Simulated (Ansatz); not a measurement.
`C#C[SiH](O)F`, relaxed with RKS PBE0-D4/def2-TZVP in the Gaussian-basis code of Ansatz from a PBE-D4/def2-SVP geometry. The force threshold is 0.005 eV/Å; the program also tests the step.

Charge 0, multiplicity 1.

Start:

```xyz
8

C    -1.821   -0.028   -1.184
C    -0.815   -0.183   -0.496
Si    0.666   -0.391    0.565
O     1.241    1.084    1.069
F     1.784   -1.172   -0.339
H    -2.707    0.105   -1.792
H     0.399   -1.195    1.786
H     1.254    1.781    0.390
```

| step | energy (eV) | largest force (eV/Å) | largest move (Å) |
| --- | --- | --- | --- |
| 1 | -14758.3481 | 1.388 | 0.000 |
| 2 | -14758.4245 | 0.810 | 0.036 |
| 3 | -14758.4432 | 0.145 | 0.023 |
| 4 | -14758.4446 | 0.158 | 0.022 |
| 5 | -14758.4454 | 0.089 | 0.017 |
| 6 | -14758.4455 | 0.012 | 0.004 |
| 7 | -14758.4456 | 0.006 | 0.008 |
| 8 | -14758.4456 | 0.002 | 0.009 |

End:

```xyz
8

C    -1.800   -0.033   -1.170
C    -0.809   -0.179   -0.499
Si    0.662   -0.384    0.551
O     1.233    1.057    1.039
F     1.744   -1.157   -0.323
H    -2.676    0.091   -1.766
H     0.392   -1.178    1.757
H     1.254    1.782    0.412
```

Hardware: 2 threads of an Arm Neoverse V1 on a shared host. Wall time 39 s, peak host memory 0.38 GiB.
